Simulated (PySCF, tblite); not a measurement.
Isomers of C3H8F2O2Si, one GFN2-xTB conformer each. Single-point energies are computed at PBE0/pcSseg-1 (PySCF, gas phase, no added dispersion term), electronic only.

| SMILES | GFN2-xTB relative energy (kJ/mol) |
| --- | --- |
| C[C@@H](O[SiH3])OC(F)F | 153.3 |
| CO[Si](F)(CF)OC | 0.0 |

Conformers: `[CH3:1][C@@H:2]([O:3][SiH3:4])[O:5][CH:6]([F:7])[F:8]` with C1–C2–O3–Si4 62°, C1–C2–O5–C6 176°, C2–O5–C6–F7 151°; `[CH3:1][O:2][Si:3]([F:4])([CH2:5][F:6])[O:7][CH3:8]` with C1–O2–Si3–F4 -60°, O2–Si3–C5–F6 -154°, O2–Si3–O7–C8 175°.

Q: What does PBE0/pcSseg-1 give for the same structures?

A: 
| SMILES | PBE0/pcSseg-1 E (Eh) | PBE0/pcSseg-1 (kJ/mol) | GFN2-xTB (kJ/mol) | point group |
| --- | --- | --- | --- | --- |
| CO[Si](F)(CF)OC | -758.21682 | 0.0 | 0.0 | C1 |
| C[C@@H](O[SiH3])OC(F)F | -758.12115 | 251.2 | 153.3 | C1 |

Both levels put the same isomer lowest. As drawn, the lower has an Si–F bond and an Si–C bond, which the higher lacks; the higher has two fluorines on one carbon, which the lower lacks.

Q: Which frontier levels, dipoles and rotational constants go with these structures?

A: 
| SMILES | HOMO (eV, PBE0/pcSseg-1) | LUMO (eV) | dipole (D) | A, B, C (MHz) |
| --- | --- | --- | --- | --- |
| CO[Si](F)(CF)OC | -8.35 | 1.01 | 1.51 | 2099, 1270, 1040 |
| C[C@@H](O[SiH3])OC(F)F | -8.77 | 0.19 | 2.79 | 2458, 1105, 884.3 |

Q: What happens when harmonic zero-point energies from GFN2-xTB frequencies are added?

A: 
| SMILES | ZPE (kJ/mol) | electronic (kJ/mol) | with ZPE (kJ/mol) |
| --- | --- | --- | --- |
| CO[Si](F)(CF)OC | 302.3 | 0.0 | 0.0 |
| C[C@@H](O[SiH3])OC(F)F | 286.3 | 251.2 | 235.2 |

The zero-point energies span 16.0 kJ/mol. The order is unchanged.
